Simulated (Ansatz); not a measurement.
Program: Ansatz. Geometries: PBE0-D4/def2-TZVP. ΔE: electronic, gas phase. CCSD(T)/CBS adds triple-zeta CCSD(T) − MP2 to the extrapolated MP2 energy (def2 sets, frozen cores). Functionals use def2-TZVPP. B3LYP here is the variant with VWN-RPA as its local correlation; programs differ in this. Elements past krypton have def2 core potentials. For Ga, Sb outer-core shells are correlated without core-valence functions, which leaves a few kJ/mol of doubt a bond. Scalar relativity is left out up to krypton. One conformer a species, not always the lowest.

`[CH3][Sb]([OH])[GaH2]` + `[CH3][AlH][O][SiH3]` → `[CH3][AlH][O][SiH2][GaH2]` + `[CH3][SbH][OH]`  (formal exchange of groups at a Ga–Sb bond)

`[CH3][Sb]([OH])[GaH2]`:

Cartesian coordinates in Å:
```
C 0.788 -1.417 -0.194
Sb -0.194 0.094 -1.413
O 1.190 1.502 -1.225
Ga -1.688 0.846 0.632
H 0.091 -2.232 0.012
H 1.157 -1.006 0.745
H 1.628 -1.804 -0.771
H 1.249 1.838 -0.327
H -2.988 0.073 1.071
H -1.234 2.108 1.469
```

`[CH3][AlH][O][SiH3]`:

Z-matrix (Å, degrees):
```
C
Al 1 1.942
H 1 1.093 2 112.4
H 1 1.096 2 110.3 3 -119.5
H 1 1.094 2 111.7 3 122.1
O 2 1.688 1 119.8 3 22.6
H 2 1.582 1 124.0 3 -158.2
Si 6 1.621 2 169.7 1 -4.7
H 8 1.489 6 110.8 2 -9.3
H 8 1.488 6 110.1 2 110.7
H 8 1.488 6 110.2 2 -129.3
```

`[CH3][AlH][O][SiH2][GaH2]`:

```xyz
13

C    -1.936   -1.939    0.856
Al   -1.719   -0.101    0.266
O    -0.191    0.604    0.369
Si    1.247    1.367    0.339
Ga    2.479    0.915   -1.691
H    -1.278   -2.609    0.292
H    -2.961   -2.297    0.738
H    -1.660   -2.047    1.910
H    -2.883    0.803   -0.314
H     1.047    2.841    0.483
H     2.060    0.946    1.521
H     3.909    1.528   -1.945
H     1.886   -0.010   -2.825
```

`[CH3][SbH][OH]`:

```xyz
8

C    -0.164    0.000   -1.180
Sb    0.401   -0.912    0.674
O     0.528    0.825    1.611
H    -0.712   -0.715   -1.796
H     0.727    0.330   -1.714
H    -0.799    0.857   -0.957
H    -1.234   -1.197    1.123
H     1.253    0.813    2.240
```

(1) Is it downhill or uphill in electronic energy at CCSD(T)/CBS, and by how much? (Estimate.)

(2) What do these levels give: r2SCAN0-D4, B3LYP, CAM-B3LYP, CCSD(T)/def2-SVP, HF/def2-QZVPP, CCSD/CBS(def2)? (Best estimate.)

Largest T1 diagnostic among the species: 0.014.

Answers

(1) Ansatz gave: Uphill: ΔE = +11.0 kcal/mol.

(2) The calculation gave: r2SCAN0-D4 10.3, B3LYP 10.5, CAM-B3LYP 9.9, CCSD(T)/def2-SVP 11.3, HF/def2-QZVPP 10.9, CCSD/CBS(def2) 10.8 kcal/mol.

Leaving LDA and LC-ωPBE aside and taking each functional with its dispersion term where it has one, the values, not all of them listed here, spread over 4.4 kcal/mol, from B97M-V to BHLYP-D4.
